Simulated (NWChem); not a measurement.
All runs are NWChem calculations. System: silole (C4H6Si), charge 0, spin multiplicity 1, at a geometry optimised with B3LYP/def2-SVP. Level: RHF/def2-TZVP.

Output (cleaned and shortened):

```
             Northwest Computational Chemistry Package (NWChem) 7.3.0
             --------------------------------------------------------

                                NWChem Input Module
                                -------------------

 Scaling coordinates for geometry "geometry" by  1.889725989
 (inverse scale =  0.529177249)

 Turning off AUTOSYM since
 SYMMETRY directive was detected!

                             Geometry "geometry" -> ""
                             -------------------------

 Output coordinates in angstroms (scale by  1.889725989 to convert to a.u.)

  No.       Tag          Charge          X              Y              Z
 ---- ---------------- ---------- -------------- -------------- --------------
    1 C                    6.0000    -0.74329100     0.00000000     1.29603600
    2 C                    6.0000    -1.35817500     0.00000000     0.09137800
    3 Si                  14.0000     0.00000000     0.00000000    -1.21075400
    4 C                    6.0000     1.35817500     0.00000000     0.09137800
    5 C                    6.0000     0.74329100     0.00000000     1.29603600
    6 H                    1.0000    -1.28208500     0.00000000     2.25078700
    7 H                    1.0000    -2.44546700     0.00000000    -0.01097400
    8 H                    1.0000     0.00000000     1.20827500    -2.08901900
    9 H                    1.0000     0.00000000    -1.20827500    -2.08901900
   10 H                    1.0000     2.44546700     0.00000000    -0.01097400
   11 H                    1.0000     1.28208500     0.00000000     2.25078700

 Effective nuclear repulsion energy (a.u.)     200.2612610945

            Nuclear Dipole moment (a.u.)
            ----------------------------
        X                 Y               Z
 ---------------- ---------------- ----------------
    -0.0000000000     0.0000000000     0.0000000000

      Symmetry information
      --------------------

 Group name             C2v
 Group number             16
 Group order               4
 No. of unique centers     6

      Symmetry unique atoms

     1    2    3    6    7    8


 Summary of "ao basis" -> "" (spherical)
 ------------------------------------------------------------------------------
       Tag                 Description            Shells   Functions and Types
 ---------------- ------------------------------  ------  ---------------------
 *                         def2-tzvp                  on all atoms

 Summary of "ao basis" -> "ao basis" (spherical)
 ------------------------------------------------------------------------------
       Tag                 Description            Shells   Functions and Types
 ---------------- ------------------------------  ------  ---------------------
 C                         def2-tzvp                11       31   5s3p2d1f
 Si                        def2-tzvp                13       37   5s5p2d1f
 H                         def2-tzvp                 4        6   3s1p

                                 NWChem SCF Module
                                 -----------------

  ao basis        = "ao basis"
  functions       =   197
  atoms           =    11
  closed shells   =    22
  open shells     =     0
  charge          =   0.00
  wavefunction    = RHF
  use symmetry    = T
  symmetry adapt  = T

 Summary of "ao basis" -> "ao basis" (spherical)
 ------------------------------------------------------------------------------
       Tag                 Description            Shells   Functions and Types
 ---------------- ------------------------------  ------  ---------------------
 C                         def2-tzvp                11       31   5s3p2d1f
 Si                        def2-tzvp                13       37   5s5p2d1f
 H                         def2-tzvp                 4        6   3s1p

      Symmetry analysis of basis
      --------------------------

        a1         73
        a2         26
        b1         62
        b2         36

 Forming initial guess at       0.2s

      Superposition of Atomic Density Guess
      -------------------------------------

 Sum of atomic energies:        -442.51957850

      Non-variational initial energy
[...]
              iter       energy          gnorm     gmax       time
             ----- ------------------- --------- --------- --------
                 1     -443.8529966778  8.21D-01  1.57D-01      7.8
                 2     -443.9151605199  2.76D-01  4.64D-02      9.1
                 3     -443.9233439560  1.73D-02  6.29D-03     12.7
                 4     -443.9233856537  1.18D-04  3.45D-05     18.7
                 5     -443.9233856559  3.65D-09  1.02D-09     29.8

       Final RHF  results
       ------------------

         Total SCF energy =   -443.923385655939
      One-electron energy =  -1006.923537888323
      Two-electron energy =    362.738891137912
 Nuclear repulsion energy =    200.261261094473

        Time for solution =     23.4s

       Symmetry analysis of molecular orbitals - final
       -----------------------------------------------

  Numbering of irreducible representations:

     1 a1          2 a2          3 b1          4 b2

  Orbital symmetries:

     1 a1          2 a1          3 b1          4 b1          5 a1
     6 a1          7 a1          8 b2          9 b1         10 a1
    11 b1         12 a1         13 b1         14 a1         15 a1
    16 b1         17 a1         18 b2         19 a1         20 b1
    21 b2         22 a2         23 b2         24 b1         25 a1
    26 a1         27 b1         28 a1         29 a1         30 a2
    31 b1         32 b2

             Final eigenvalues
             -----------------

              1
    1  -68.7674
    2  -11.2499
    3  -11.2491
    4  -11.2189
    5  -11.2189
    6   -6.1167
    7   -4.2233
    8   -4.2229
    9   -4.2229
   10   -1.1051
   11   -0.9729
   12   -0.8394
   13   -0.7024
   14   -0.7011
   15   -0.6562
   16   -0.5708
   17   -0.5354
   18   -0.4991
   19   -0.4529
   20   -0.4451
   21   -0.4295
   22   -0.3228
   23    0.0761
   24    0.1279
   25    0.1486
   26    0.1595
   27    0.1901
   28    0.1933
   29    0.1988
   30    0.2002
   31    0.2264
   32    0.2553

                       ROHF Final Molecular Orbital Analysis
                       -------------------------------------

 Vector   20  Occ=2.000000D+00  E=-4.450604D-01  Symmetry=b1
              MO Center=  6.7D-14,  1.5D-15, -1.8D-02, r^2= 3.2D+00
   Bfn.  Coefficient  Atom+Function         Bfn.  Coefficient  Atom+Function
  ----- ------------  ---------------      ----- ------------  ---------------
    77      0.245969   3 Si px               39      0.188887   2 C  pz
   107     -0.188887   4 C  pz               42      0.181825   2 C  pz
   110     -0.181825   4 C  pz

 Vector   21  Occ=2.000000D+00  E=-4.294747D-01  Symmetry=b2
              MO Center= -1.1D-13,  8.1D-15, -5.1D-02, r^2= 4.0D+00
   Bfn.  Coefficient  Atom+Function         Bfn.  Coefficient  Atom+Function
  ----- ------------  ---------------      ----- ------------  ---------------
     7      0.176850   1 C  py              137      0.176850   5 C  py
    10      0.173744   1 C  py              140      0.173744   5 C  py

 Vector   22  Occ=2.000000D+00  E=-3.228257D-01  Symmetry=a2
              MO Center=  3.3D-14,  8.2D-17,  5.0D-01, r^2= 3.0D+00
   Bfn.  Coefficient  Atom+Function         Bfn.  Coefficient  Atom+Function
  ----- ------------  ---------------      ----- ------------  ---------------
    41      0.221267   2 C  py              109     -0.221267   4 C  py
    38      0.217188   2 C  py              106     -0.217188   4 C  py
     7      0.166127   1 C  py               10      0.165886   1 C  py
    44      0.165472   2 C  py              112     -0.165472   4 C  py
   137     -0.166127   5 C  py              140     -0.165886   5 C  py

 Vector   23  Occ=0.000000D+00  E= 7.611956D-02  Symmetry=b2
              MO Center=  8.0D-13,  1.3D-14,  3.6D-01, r^2= 4.2D+00
   Bfn.  Coefficient  Atom+Function         Bfn.  Coefficient  Atom+Function
  ----- ------------  ---------------      ----- ------------  ---------------
    44     -0.379665   2 C  py              112     -0.379665   4 C  py
   176      0.365810   8 H  s               182     -0.365810   9 H  s
    13      0.352164   1 C  py              143      0.352164   5 C  py
    81     -0.337479   3 Si py               38     -0.168070   2 C  py
   106     -0.168070   4 C  py               41     -0.159453   2 C  py

 Vector   24  Occ=0.000000D+00  E= 1.279078D-01  Symmetry=b1
              MO Center= -4.6D-14,  1.3D-16, -1.9D+00, r^2= 6.5D+00
   Bfn.  Coefficient  Atom+Function         Bfn.  Coefficient  Atom+Function
  ----- ------------  ---------------      ----- ------------  ---------------
    36      3.287533   2 C  s               104     -3.287533   4 C  s
    80      2.527866   3 Si px                5     -2.176208   1 C  s
   135      2.176208   5 C  s                14      0.957604   1 C  pz
   144     -0.957604   5 C  pz               12     -0.824522   1 C  px
   142     -0.824522   5 C  px               45     -0.653845   2 C  pz

 Vector   25  Occ=0.000000D+00  E= 1.485903D-01  Symmetry=a1
              MO Center= -1.8D-14,  8.6D-19, -2.2D+00, r^2= 6.4D+00
   Bfn.  Coefficient  Atom+Function         Bfn.  Coefficient  Atom+Function
  ----- ------------  ---------------      ----- ------------  ---------------
    67      4.399602   3 Si s                82      3.682449   3 Si pz
    36     -2.973803   2 C  s               104     -2.973803   4 C  s
    43     -1.962305   2 C  px              111      1.962305   4 C  px
   170     -0.904504   7 H  s               188     -0.904504  10 H  s
     5      0.712958   1 C  s               135      0.712958   5 C  s

 center of mass
 --------------
 x =   0.00000000 y =   0.00000000 z =  -0.00625031

 moments of inertia (a.u.)
 ------------------
         369.516685092494           0.000000000000           0.000000000000
           0.000000000000         619.332679327015           0.000000000000
           0.000000000000           0.000000000000         270.833170645868

  Mulliken analysis of the total density
  --------------------------------------

    Atom       Charge   Shell Charges
 -----------   ------   -------------------------------------------------------
    1 C    6     6.11   0.86  1.12  0.50  0.57  0.10  1.21  1.30  0.33  0.02  0.08  0.01
    2 C    6     6.36   0.85  1.12  0.48  0.66  0.09  1.21  1.40  0.45  0.02  0.05  0.01
    3 Si  14    13.47   2.00  0.58  1.39  0.78  0.38  4.12  1.72  0.54  1.30  0.23  0.16  0.21  0.04
    4 C    6     6.36   0.85  1.12  0.48  0.66  0.09  1.21  1.40  0.45  0.02  0.05  0.01
    5 C    6     6.11   0.86  1.12  0.50  0.57  0.10  1.21  1.30  0.33  0.02  0.08  0.01
    6 H    1     0.87   0.26  0.49  0.09  0.02
    7 H    1     0.87   0.26  0.49  0.09  0.02
    8 H    1     1.05   0.24  0.56  0.25  0.01
    9 H    1     1.05   0.24  0.56  0.25  0.01
   10 H    1     0.87   0.26  0.49  0.09  0.02
   11 H    1     0.87   0.26  0.49  0.09  0.02

       Multipole analysis of the density wrt the origin
       ------------------------------------------------

     L   x y z        total         open         nuclear
     -   - - -        -----         ----         -------
     0   0 0 0     -0.000000      0.000000     44.000000

     1   1 0 0      0.000000      0.000000     -0.000000
     1   0 1 0      0.000000      0.000000      0.000000
     1   0 0 1      0.287781      0.000000      0.000000

     2   2 0 0    -26.596134      0.000000    157.175224
     2   1 1 0     -0.000000      0.000000      0.000000
     2   1 0 1     -0.000000      0.000000      0.000000
     2   0 2 0    -31.455197      0.000000     10.426997
     2   0 1 1      0.000000      0.000000      0.000000
     2   0 0 2    -26.834185      0.000000    212.978241

 Task  times  cpu:       29.9s     wall:       29.9s

 Total times  cpu:       30.0s     wall:       30.0s
```

Write an NWChem input that would produce this output.

This is not unique; one that fits is 
```
start mol
memory heap 200 mb stack 900 mb global 1100 mb
geometry units angstroms nocenter noautoz
  C     -0.743291     0.000000     1.296036
  C     -1.358175     0.000000     0.091378
  Si     0.000000     0.000000    -1.210754
  C      1.358175     0.000000     0.091378
  C      0.743291     0.000000     1.296036
  H     -1.282085     0.000000     2.250787
  H     -2.445467     0.000000    -0.010974
  H      0.000000     1.208275    -2.089019
  H      0.000000    -1.208275    -2.089019
  H      2.445467     0.000000    -0.010974
  H      1.282085     0.000000     2.250787
  symmetry group C2v
end
basis spherical
  * library def2-tzvp
end
scf
  rhf
  nopen 0
  maxiter 100
  thresh 1e-7
  semidirect memsize 60000000 filesize 0
end
task scf energy
```
